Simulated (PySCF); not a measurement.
Ti(O)2 anion (O2Ti), SMILES [O]=[Ti]=[O] (connectivity only; charge and spin as stated), charge -1, multiplicity 2. Atoms are numbered in the order given.

```xyz
3

Ti     0.0000     0.0000     0.3960
O      0.0000     1.3832    -0.5445
O      0.0000    -1.3832    -0.5445
```
Charge -1, spin multiplicity 2.

Geometry optimised at r2SCAN-D4/def2-TZVPD. The multiplicity is an assumed one; other spin states were not compared. The isomer is the one that the SMILES or the coordinates give; other isomers of the formula were not compared.

Method: M06-2X/def2-TZVPD in PySCF.

Mulliken values depend strongly on the basis, most of all with diffuse functions as here. ESP charges are fitted to the potential on shells at 1.4 to 2.0 van der Waals radii. Atomic charges (e):

```
atom  meta-Löwdin  Mulliken  ESP fit  Mulliken spin
----  -----------  --------  -------  -------------
Ti1          0.77      0.61     0.08           1.33
O2          -0.88     -0.81    -0.54          -0.16
O3          -0.88     -0.81    -0.54          -0.16
```
